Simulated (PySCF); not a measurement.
**What an electron can do to CBr**

r²SCAN in PySCF with def2-TZVPPD on every atom, for the lowest determinant that a PBE0 search found; no spin–orbit coupling.

```json
{"species": "CBr", "state (unpaired electrons)": "doublet (π ↑)", "Re (Å)": "1.825", "ωe (cm⁻¹)": "725", "energy of the minimum from the neutral (eV)": "0.00", "De (eV)": "3.78", "dissociates to": "C + Br"}
{"species": "CBr⁺", "state (unpaired electrons)": "singlet (closed shell)", "Re (Å)": "1.704", "ωe (cm⁻¹)": "968", "energy of the minimum from the neutral (eV)": "8.93", "De (eV)": "6.52", "dissociates to": "C⁺ + Br"}
{"species": "CBr⁻", "state (unpaired electrons)": "triplet (π ↑↑)", "Re (Å)": "2.058", "ωe (cm⁻¹)": "417", "energy of the minimum from the neutral (eV)": "-1.60", "De (eV)": "1.86", "dissociates to": "C + Br⁻"}
```

Problem. Work out the lowest energy to break CBr into atoms, from its vibrational ground state.

Solution. D0 = De − ωe/2 = 3.78 − 0.04 = 3.74 eV (r²SCAN/def2-TZVPPD).

Problem. Work out the ionisation energy of the C atom at this level and the threshold of dissociative ionisation.

Solution. IE(C) = 8.93 + 6.52 − 3.78 = 11.67 eV, so C⁺ + Br + e⁻ appears at D0 + IE(C) = 15.41 eV (r²SCAN/def2-TZVPPD). The measured IE(C) is 11.26 eV (NIST ASD).

Problem. Work out the electron affinity of the Br atom and the threshold of dissociative attachment.

Solution. EA(Br) = 3.78 − 1.86 − (-1.60) = 3.52 eV, so C + Br⁻ needs D0 − EA(Br) = 0.22 eV (r²SCAN/def2-TZVPPD). The measured EA(Br) is 3.364 eV.

Problem. At which energy does ion-pair formation open?

Solution. C⁺ + Br⁻ lies at D0 + IE(C) − EA(Br) = 11.89 eV (r²SCAN/def2-TZVPPD).

These are thermodynamic thresholds; the onsets seen under electron impact lie higher where the geometry changes, and cross-sections peak well above them.

Spin–orbit coupling is left out. For an ion De counts to the pair picked by the measured ionisation energies or electron affinities, which need not be the lowest pair at this level. The highest Kohn–Sham level is positive in this anion. Much of that is self-interaction error, but it also means that the finite basis helps to hold the extra electron. States were picked by a PBE0 search and need not be the measured ground states.
